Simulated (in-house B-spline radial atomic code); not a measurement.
**Ionising the iridium ion Ir⁸⁺ with different functionals**

Computed with a B-spline radial code for spherical atoms: four-component Dirac-Coulomb Hamiltonian, Fermi nucleus of rms radius 5.4032 fm, spin-restricted, spherical fractional occupations for the functionals. The ionisation energy is the difference of two self-consistent energies, [Xe] 4f14 5d1 → [Xe] 4f14, without Breit or QED terms; ε is the level of the shell that loses the electron (mean over j). The electron is taken from both j subshells in proportion to 2j + 1, so the result is a j average, not the step between ground levels.

Hybrids are left out here: with spherical fractional occupations of an open shell their exact exchange keeps a self-interaction that integer-occupation calculations don't have.

| method | rung | ΔSCF (eV) | -ε(5d) (eV) |
| --- | --- | --- | --- |
| LDA VWN5 | LDA | 121.81 | 113.23 |
| relativistic LDA | LDA | 121.81 | 113.23 |
| LDA PW92 | LDA | 121.81 | 113.22 |
| LDA exchange-only | LDA | 120.01 | 111.44 |
| PBE | GGA | 121.41 | 112.83 |
| PBEsol | GGA | 121.43 | 112.86 |
| BLYP | GGA | ? | ? |
| RPBE | GGA | 121.32 | 112.74 |
| PW91 | GGA | 121.55 | 112.96 |
| BP86 | GGA | ? | ? |
| AM05 | GGA | 121.46 | 112.89 |
| OLYP | GGA | 121.72 | 113.11 |

Problem. What does BLYP give?

Solution. ΔSCF 121.37 eV, and -ε(5d) = 112.77 eV.

Problem. What does BP86 give?

Solution. ΔSCF 121.45 eV, and -ε(5d) = 112.89 eV.

Problem. How do they compare with the NIST value?

Solution. NIST lists 122.7 eV ± 0.9 (semi-empirical, ground level to ground level). Errors run from -2.69 to -0.89 eV. The correlated functionals all miss on the same side by more than they spread, so the cause is common to them (Breit-QED terms, spin polarisation, the choice among j levels, multiplet and fine-structure energies, or a listed next ion that isn't the cheapest removal here) and closeness doesn't rank the functionals.
